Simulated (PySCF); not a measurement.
**Spin states of Be₂**

Unrestricted PBE0; basis Be def2-SVPD; no relativity; PySCF 2.14. Outer shells of the fragments: Be 2s2; Be 2s2.

Followed along the bond (rough minima from three points):

| 2Ms+1 | unpaired | ⟨S²⟩ at the start | R at minimum (Å) | Te (eV) |
| --- | --- | --- | --- | --- |
| 1 | none | 0.00 | 2.52 | 0.00 |
| 3 | σ ↑↑ | 2.00 | 2.17 | 0.36 |
| 3 | σ ↑, π ↑ | 2.04 | 2.05 | 0.48 |
| 1 | σ ↑, π ↓ | 1.03 | 2.04 | 0.89 |
| 3 | π ↑↑ | 2.00 | none in the scan | ≤ 1.80 |

Solutions found at the starting distance of 1.920 Å, counted from the lowest of them; the search is not exhaustive and high or unbound solutions are not listed, so other states can lie among these:

```tsv
2Ms+1	unpaired	term	E (eV)	⟨S²⟩	⟨Lz²⟩
3	σ ↑, π ↑	³Π	0.00	2.04	1.00
3	σ ↑↑	³Σ⁺	0.07	2.00	0.00
1	none	¹Σ⁺	0.16	0.00	0.00
1	σ ↑, π ↓	mixed	0.41	1.03	1.00
3	π ↑↑	³Σ⁻	1.29	2.00	0.00
3	π ↑↑	mixed	3.84	2.01	2.00
```

A term symbol is given only where ⟨S²⟩ and ⟨Lz²⟩ are close to those of a pure state; real π, δ and φ orbitals otherwise mix terms, and g/u labels are left off.

Problem. Compare the gap between the two lowest followed solutions at the starting distance with the gap between their minima.

Solution. At PBE0 the second solution (triplet, unpaired electrons σ ↑↑) lies -0.09 eV from the first (singlet, closed shell) at 1.920 Å and +0.36 eV at the minima; the two curves relax by different amounts, since their minima lie near 2.17 and 2.52 Å.

Counting both spins, an empty level lies below a filled one in some of these solutions, because spin and occupation are held.
